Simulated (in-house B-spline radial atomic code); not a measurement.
The numbers below are computed, except where a source is named.
**Correlation energy from the adiabatic connection: ω²r²/2 − Z/r, ω = 2.33, Z = 0.3**

Two electrons in a singlet, external potential ω²r²/2 − Z/r, ω = 2.33, Z = 0.3 (atomic units). Full CI in B-splines (partial waves to l = 8, correlation up to 0.6 % small) with the density held fixed gives W(λ) = <V_ee>_λ − U, and E_c is the integral of W(λ) − W(0) from 0 to 1.

```
   λ  W(λ) − W(0) (hartree)
   0                0.00000
0.02               -0.00195
0.05               -0.00486
0.12               -0.01150
0.25               -0.02337
 0.4               -0.03636
 0.6               -0.05258
 0.8               -0.06765
   1               -0.08167
```

(1) Integrate the table by the trapezoid rule.

(2) Now use only three numbers: W(0) = -1.2131, the initial slope W'(0) = -0.09809 (extrapolated from the first points) and the strong-coupling limit of the point-charge-plus-continuum model, W∞ = -1.662. What do second-order theory and the interpolation W(λ) = W∞ + (W(0) − W∞)/√(1 + 2χλ) of Seidl, Perdew and Levy give?

## Answers

(1) The strips give -0.00002, -0.00010, -0.00057, -0.00227, -0.00448, -0.00889, -0.01202, -0.01493, which sum to -0.04329 hartree. The direct value, W(1) − W(0) + T_c with T_c = 0.03831, is -0.04336; the curve is convex, so chords lie above it and the trapezoids fall short in size by 0.16 %.

(2) Second order keeps the slope alone: E_c = W'(0)/2 = -0.04904, +13 % in size against -0.04336. Matching the slope fixes χ = W'(0)/(W∞ − W(0)) = -0.09809/(-0.44890) = 0.21851. Integrating, with s = √(1 + 2χ) = 1.198759, E_c = −(W(0) − W∞)(s − 1)/(s + 1) = −0.44890 × 0.198759/2.198759 = -0.04058 hartree, -6.4 % in size against the full result. At λ = 1 the formula gives W − W(0) = -0.07443 against -0.08167. Part of the miss can come from the model's W∞.
